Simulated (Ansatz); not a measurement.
Geometry optimisation, RKS BHLYP-D4/def2-mTZVP (Ansatz 0.2.0).

input.yaml

```yaml
crystal:
  periodic: [false, false, false]
  atoms:
    - { symbol: Si, position_ang: [-0.909766, 1.172573, -0.987901] }
    - { symbol: "N", position_ang: [0.651833, -1.376156, -0.107293] }
    - { symbol: H, position_ang: [-1.578967, -0.019598, -1.503071] }
    - { symbol: H, position_ang: [-1.688684, 2.363658, -1.357076] }
    - { symbol: H, position_ang: [0.466879, 1.325387, -1.450175] }
    - { symbol: H, position_ang: [0.428877, 0.440846, 2.165709] }
    - { symbol: F, position_ang: [-0.954926, 1.164641, 0.657622] }
    - { symbol: H, position_ang: [1.197645, -1.204214, 0.728446] }
    - { symbol: F, position_ang: [1.101022, -0.025636, 2.560407] }
    - { symbol: H, position_ang: [0.008752, -2.119039, 0.109019] }
    - { symbol: H, position_ang: [1.277235, -1.722561, -0.815687] }
basis:
  gaussian: { orbitals: def2-mTZVP }
hamiltonian:
  xc: { name: BHLYP }
  dispersion: d4
relax:
  f_tol: 0.03
  max_steps: 50
output:
  orbitals: {}
```

Command:

```bash
$ ansatz run input.yaml --threads 2 --pin off --max-ram 3072MiB --backend cpu --events-out ev --progress --plain --runs-dir out
```

Task: Where does it end, and by what steps?

Result: It converged. After 8 steps the energy has fallen by 0.136 eV; H6 moved furthest, 0.26 Å.

```tsv
step	energy less start (eV)	largest force component (eV/Å)	accepted
0	0.0000	1.047	yes
1	-0.1117	0.397	yes
2	-0.1080	0.275	no
3	-0.1313	0.145	yes
4	-0.1336	0.077	yes
5	-0.1311	0.147	no
6	-0.1350	0.031	yes
7	-0.1356	0.037	yes
8	-0.1357	0.020	yes
```

```xyz
11
Properties=species:S:1:pos:R:3
Si -0.800 1.031 -0.879
N 0.604 -1.265 -0.150
H -1.565 -0.103 -1.392
H -1.555 2.260 -1.186
H 0.543 1.178 -1.435
H 0.268 0.494 1.963
F -0.779 1.053 0.744
H 1.197 -1.111 0.652
F 0.916 0.082 2.487
H -0.018 -2.019 0.095
H 1.189 -1.599 -0.898
```

Time of the run: 23 s on 2 threads of Arm Neoverse V1 (shared host), peak memory 0.19 GiB.
